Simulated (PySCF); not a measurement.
These are PBE-D3(BJ)/def2-TZVP // CAM-B3LYP-D3(BJ)/def2-TZVP (PySCF) values and carry that method's errors. All species are isolated molecules in the gas phase. One relaxed conformer stands for a flexible species; it need not be the lowest. Excitations are Tamm–Dancoff values on a coarser integration grid. The basis has no diffuse functions, so Rydberg states are missing or too high.

Reference species (SMILES): `[CH3][Al]([CH3])[CH3]` (neutral, multiplicity 1).

```yaml
S1 oscillator strength: 0.000
T1 excitation (TDA): 4.93 eV
S1 excitation (TDA): 5.21 eV
HOMO–LUMO gap: 5.14 eV
```

After one change: the S1 oscillator strength hardly moves; the T1 excitation (TDA) stays essentially unchanged; the S1 excitation (TDA) decreases by 0.08 eV; the HOMO–LUMO gap falls by 0.05 eV.

**Question.** What was changed between the two runs? The new species is one of these.
A) `[CH3][Al]([SH])[SH]` (S–Al–S–H torsion -1°, S–Al–S–H torsion 0°)
B) `[CH3][Al]([CH3])[SH]` (C–Al–S–H torsion 179°)
C) `[SH][Al]([SH])[SH]`

**Answer.** C, `[SH][Al]([SH])[SH]`
